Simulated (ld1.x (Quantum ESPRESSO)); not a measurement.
fluorine (F): excitation energies, all-electron against TM

```json
{
 "Element": "fluorine (F)",
 "Generator": "ld1.x (Quantum ESPRESSO) 7.5",
 "Type": "norm-conserving Troullier–Martins (Kleinman–Bylander form)",
 "Functional": "PBE",
 "Relativity": "non-relativistic",
 "Frozen core": "[He]",
 "Valence charge": "7",
 "Reference configuration": "2s2 2p4 (charge +1)",
 "Partial waves": "2s (bound): rc 0.50 bohr; 2p (bound): rc 1.55 bohr",
 "Local potential": "all-electron potential smoothed inside 0.75 bohr (lloc = -1)",
 "Core correction": "none"
}
```

Energies are relative to the spin-unpolarised reference configuration 2s2 2p4; without spin polarisation the order of configurations can differ from experiment.

```tsv
valence configuration	charge	ΔE all-electron (eV)	error AE − PS (meV)
2s2 2p5	0	-19.402	+26
2s2 2p3	+2	38.395	+116
2s2 2p2	+3	99.037	+764
2s1 2p6	0	-0.678	+197
2s1 2p5	+1	19.006	+63
2s2 2p1	+4	184.836	+2593
2s2 2p5.3	-0.3	-22.074	+32
```

Levels in the configuration 2s2 2p5:

| level | all-electron (eV) | pseudo (eV) |
| --- | --- | --- |
| 2s | -29.820 | -29.723 |
| 2p | -11.122 | -11.148 |
